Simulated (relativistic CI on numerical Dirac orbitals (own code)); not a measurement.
# Radial parameters of Pd13+

Computed by Dirac-Coulomb-Breit CI, orbitals from a KLI potential per configuration, a model potential for QED, unscaled Slater integrals (own radial code, finite nucleus).

Slater integrals F^k, G^k are unscaled and averaged over j, outside the closed core [Ar] 3d10; ζ comes from projecting the Hamiltonian with its Breit term on Σ l·s of the shell.

- 4s2 4p3: F^2(4p,4p) = 116440, ζ(4p) = 32710 cm⁻¹; <r>(4p) = 0.8965, <r^2>(4p) = 0.906 (bohr units).
- 4s 4p4: F^2(4p,4p) = 116410, G^1(4s,4p) = 153650, ζ(4p) = 32635 cm⁻¹; <r>(4s) = 0.8553, <r^2>(4s) = 0.8207, <r>(4p) = 0.8965, <r^2>(4p) = 0.9062 (bohr units).
- 4p5: ζ(4p) = 32568 cm⁻¹; <r>(4p) = 0.8975, <r^2>(4p) = 0.9082 (bohr units).

Averages of the first 10 configurations, taken without configuration mixing, which lowers the lowest level and can move excited configurations by several eV; other configurations of the list can lie among them:

| Configuration | Parity | States | Average energy above the lowest level (eV) |
| --- | --- | --- | --- |
| 4s2 4p3 | odd | 20 | 10.1 |
| 4s 4p4 | even | 30 | 52.4 |
| 4p5 | odd | 6 | 99.9 |
| 4s2 4p2 4d | even | 150 | 72.6 |
| 4s 4p3 4d | odd | 400 | 112.7 |
| 4s2 4p2 4f | odd | 210 | 136.0 |
| 4s 4p3 4f | even | 560 | 176.3 |
| 4p4 4d | even | 150 | 158.0 |
| 4s 4p2 4d2 | even | 1350 | 174.6 |
| 4s2 4p2 5s | even | 30 | 138.7 |
